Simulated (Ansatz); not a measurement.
Reaction (substitution at a C–C bond): `CCOC` + `B[TeH]` → `B[Te]C` + dimethyl ether

Program: Ansatz. Geometries: PBE0-D4/def2-TZVP. ΔE: electronic, gas phase. CCSD(T)/CBS adds triple-zeta CCSD(T) − MP2 to the extrapolated MP2 energy (def2 sets, frozen cores). DFT in def2-TZVPP. B3LYP here is the variant with VWN-RPA as its local correlation; programs differ in this. HSE06 is defined as in plane-wave codes. Elements past krypton have def2 core potentials. For Te outer-core shells are correlated without core-valence functions, which leaves a few kJ/mol of doubt a bond. One conformer a species, not always the lowest.

`CCOC`:

```xyz
12

C     0.274   -1.641   -0.674
C    -0.075   -0.490    0.233
O     0.151    0.715   -0.453
C    -0.151    1.837    0.325
H     1.322   -1.589   -0.974
H    -0.341   -1.619   -1.576
H     0.107   -2.592   -0.164
H     0.535   -0.519    1.150
H    -1.130   -0.550    0.547
H     0.050    2.723   -0.277
H    -1.208    1.847    0.628
H     0.466    1.878    1.234
```

`B[TeH]`:

Z-matrix (Å, degrees):
```
B
Te 1 2.099
H 1 1.189 2 120.6
H 1 1.191 2 116.2 3 -180.0
H 2 1.659 1 96.2 3 -0.0
```

`B[Te]C`:

```xyz
8

B     0.034   -1.678    0.643
Te    0.337   -0.683   -1.164
C    -0.025    1.326   -0.517
H    -0.254   -1.055    1.619
H     0.161   -2.862    0.644
H     0.871    1.920   -0.686
H    -0.265    1.295    0.544
H    -0.858    1.737   -1.083
```

`COC`:

```xyz
9

C    -0.976    0.097    0.623
O     0.329   -0.409    0.644
C     1.014   -0.145   -0.547
H    -0.984    1.189    0.490
H    -1.441   -0.146    1.578
H    -1.570   -0.351   -0.187
H     1.100    0.935   -0.734
H     2.015   -0.568   -0.455
H     0.513   -0.603   -1.412
```

| level | ΔE (kJ/mol) | difference from CCSD(T)/CBS |
| --- | --- | --- |
| LDA (SPW92) | 11.0 | 11.7 |
| PBE-D4 | 0.4 | 1.1 |
| B97M-V | 7.6 | 8.3 |
| PBE0-D4 | 4.2 | 4.9 |
| B3LYP-D4 | 2.0 | 2.7 |
| r2SCANh-D4 | 4.8 | 5.5 |
| r2SCAN0-D4 | 6.3 | 7.0 |
| HSE06-D4 | 3.9 | 4.6 |
| ωB97X-V | 7.1 | 7.8 |
| PBE | 1.3 | 2.0 |
| r2SCAN | 3.7 | 4.4 |
| r2SCANh | 4.8 | 5.5 |
| r2SCAN0 | 6.3 | 7.0 |
| LC-ωPBE | 8.9 | 9.6 |
| CCSD/def2-SVP | 23.6 | 24.3 |
| HF/CBS(def2) | 12.9 | 13.6 |
| CCSD(T)/CBS | -0.7 | 0 |

Largest T1 diagnostic among the species: 0.015.

In def2-TZVPP, CCSD(T) changes the Hartree–Fock value by −10.1 kJ/mol (the triples alone add −2.8 kJ/mol) and MP2 by −14.9 kJ/mol. From BLYP to BHLYP (50 % exact exchange), in def2-TZVPP and without D4, ΔE moves by +8.4 kJ/mol.
